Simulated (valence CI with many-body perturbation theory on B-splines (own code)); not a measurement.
**Hyperfine factors and g values of Cu⁸⁺**

Calculated by configuration interaction combined with many-body perturbation theory (CI+MBPT): three valence electrons over a frozen Dirac-Fock core [Ar], a basis of 9 s, 9 p, 10 d, 8 f, 5 g, 3 h, 1 i functions for each j, with the one-electron correlation potential Σ1, the two-electron term Σ2, the three-electron term Σ3, Breit, model QED; selected CI, second order for the rest, scaled by the run's own slope (own B-spline code, finite nucleus).

No measured levels were compared; by estimate terms of the open shell hold to 2 to 4 % of their energy, and close levels can change places; different configurations can be misplaced against each other by 1,000 to 8,000 cm⁻¹. Core correlation moves these levels by up to 2700 cm⁻¹, and in measured spectra 5 to 20 % of such shifts remained as error; rates that hang on mixing are uncertain with them. The list stops below the first excitations out of the core. Only levels of the ground parity were solved; by the run's estimate the other parity begins above the list, which can be wrong where configurations are misplaced.

A/g_I is the dipole constant over the nuclear g factor μ/I (μ in nuclear magnetons, uniformly magnetised nucleus), B/Q the quadrupole constant per barn. Both hold the static response of the core; the bare values leave it out. Large factors of s and p1/2 electrons are usually good to 5 to 10 %; those of open d and f shells near neutrality can be off by tens of per cent, and small factors of p3/2, d and f electrons come from cancelling terms and can be off by a factor of two or in sign, in half-filled shells by more. B is blank for J = 1/2, where it vanishes, and for nearly pure S terms. Energies count from the lowest level.

Names give the largest LS component (configuration and term), which can be under half, so a name can repeat, a term be missing and a line seem to break the LS rules; names also repeat where a configuration has a term twice. Letters in brackets count levels of one name in rising energy.

```tsv
Level	E (cm⁻¹)	g	A/g_I (MHz)	A/g_I bare	B/Q (MHz/b)	B/Q bare
3d3 4F_3/2	0.0	0.400	2040	1860	-411	-425
3d3 4F_5/2	1242	1.028	1110	1140	-406	-421
3d3 4F_7/2	2835	1.237	841	935	-563	-585
3d3 4F_9/2	4682	1.331	766	890	-827	-860
3d3 4P_1/2	26241	2.618	-1680	-1150		
3d3 4P_3/2	26511	1.702	558	804	-920	-955
3d3 2G_7/2	28317	0.889	1410	1400	640	668
3d3 4P_5/2	28318	1.598	171	380	1160	1210
3d3 2G_9/2	29734	1.099	1090	1140	869	905
3d3 2D_3/2 [a]	36285	1.090	1300	1350	-1110	-1160
3d3 2P_1/2	37186	0.717	241	160		
3d3 2H_9/2	39036	0.921	1210	1210	2110	2190
3d3 2H_11/2	39872	1.090	1110	1150	2500	2590
3d3 2D_5/2 [a]	40785	1.201	915	998	-838	-876
3d3 2D_3/2 [b]	41612	1.071	1010	1050	146	146
3d3 2F_7/2	63286	1.142	1080	1140	787	821
3d3 2F_5/2	64097	0.858	1190	1160	858	893
3d3 2D_5/2 [b]	98913	1.199	793	875	1910	1980
3d3 2D_3/2 [c]	99633	0.799	1900	1850	1470	1530
```

Problem. Take the isotope of mass number 65, with I = 3/2, μ = 2.3844 μN and Q = -0.204 b. What is the hyperfine structure of 3d3 4F_7/2?

Solution. From the table A = 1340 MHz, B = 115 MHz. Shifts from the centre of gravity in MHz: F = 2: -8980, F = 3: -5050, F = 4: 282, F = 5: 7060.
